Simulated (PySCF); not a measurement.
Species: C4H13Si2 (doublet state).
Z-matrix (Å and degrees, GFN2-xTB geometry), rows numbered from 1:
```
C 
C   1  1.5222
Si  2  1.9044  1  112.17
C   3  1.9103  2  112.61  1   173.74
C   4  1.5263  3  110.47  2  -178.93
Si  4  1.9049  3  112.27  2    56.07
H   1  1.0878  2  110.65  3   -59.75
H   1  1.0892  2  111.14  3  -179.92
H   1  1.0876  2  110.58  3    59.88
H   2  1.0940  1  108.92  3   121.42
H   2  1.0909  1  109.15  3  -122.74
H   3  1.4745  2  110.54  1    49.36
H   4  1.0971  3  107.08  2   -62.01
H   5  1.0882  4  110.66  3   -64.84
H   5  1.0894  4  111.21  3    54.98
H   5  1.0895  4  111.06  3   175.20
H   6  1.4645  4  108.83  3    56.50
H   6  1.4649  4  109.69  3   -63.94
H   6  1.4667  4  110.28  3   176.75
```

The hyperfine couplings belong to this conformer and change with its torsions.

The species is `CC[SiH][C@H](C)[SiH3]` [radical].

The calculation used UKS B3LYP, pcH-1 on C H Si, non-relativistic, mean-field spin-orbit, GIAO (PySCF 2.14.0). The structure is a single GFN2-xTB conformer in the gas phase; no vibrational or solvent corrections. Couplings are sensitive to structure, and on GFN2-xTB geometries they can be far from those on DFT ones, by a factor of two or more for some ions and for spin on atoms past the first row. The SCF solution wasn't tested for stability.

Problem. Match the computed a_iso(29Si) values -452.0, -6.5 MHz with the sites Si3; Si6.

Solution. 
| site | a_iso (MHz) | ρ(0) (bohr⁻³) | position | distance from Si3 (Å) | spin population | largest \|T\| (MHz) |
| --- | --- | --- | --- | --- | --- | --- |
| Si3 | -452.0 | +0.5097 | largest spin population | 0.00 | +0.96 | 169.2 |
| Si6 | -6.5 | +0.0073 | 2 bonds from Si3 | 3.17 | -0.01 | 1.2 |

ρ(0) is the spin density at the nucleus and T the dipolar tensor; a_iso includes a spin–orbit part; entries for several nuclei are means. The largest Mulliken spin population is on Si3 (+0.96). The angles at Si3 add up to 333.8°, so it is pyramidal.

Nuclei that the bonding pattern makes equivalent are averaged, as if the motion that swaps them (rotation, inversion, ring flip) were fast.

On one thread of an Arm Neoverse V1, no GPU, on a shared host, this took 1.9 min of wall time (with the writing of density and orbital grids) and 1.1 GiB of memory at its peak.
